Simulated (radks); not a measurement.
All-electron atom: In in [Kr] 4d10 5s2 5p1.

Method: Dirac Kohn-Sham, PBE, spin-unpolarised, spherical densities, point nucleus; open shells are shared between the two j in proportion to 2j + 1; computed with a radial shooting solver on a logarithmic mesh with Libxc functionals.

Energy parts (hartree):
| part | energy |
|---|---|
| total | -5883.21451 |
| kinetic | 6182.06607 |
| electron-nucleus | -14277.31524 |
| Hartree | 2371.95410 |
| exchange-correlation | -159.91944 |

Orbitals (lengths in bohr, moments of r in powers of bohr; <r^-3> diverges for s and p1/2; r(90%) holds 90 % of the orbital's charge):
orbital      occ.  eigenvalue (hartree)  r(90%)  <r^-3>  small-component weight
1s1/2           2             -1019.308  0.0534       -                3.23e-02
2s1/2           2             -152.5761   0.198       -                6.82e-03
2p1/2           2             -142.2809   0.178       -                6.84e-03
2p3/2           4             -134.5313   0.185    4019                6.54e-03
3s1/2           2             -28.95414   0.513       -                1.95e-03
3p1/2           2             -24.80061   0.511       -                1.90e-03
3p3/2           4             -23.40081   0.527   739.4                1.82e-03
3d3/2           4             -16.05739   0.509   115.3                1.70e-03
3d5/2           6             -15.77062   0.514   108.0                1.68e-03
4s1/2           2              -4.39425    1.23       -                5.15e-04
4p1/2           2              -3.03830    1.33       -                4.55e-04
4p3/2           4              -2.79400    1.37   128.9                4.31e-04
4d3/2           4              -0.70302    1.85   13.07                2.82e-04
4d5/2           6              -0.67144    1.88   12.06                2.75e-04
5s1/2           2              -0.30161    3.92       -                5.79e-05
5p1/2    0.333333              -0.10017    5.68       -                2.89e-05
5p3/2    0.666667              -0.08919    5.99   5.662                2.59e-05

The highest occupied level is 5p3/2 at -2.427 eV. Summed over all electrons, <r^2> = 59.15 bohr^2, which gives a Langevin (diamagnetic) susceptibility term of -46.8 x 10^-6 cm^3/mol.
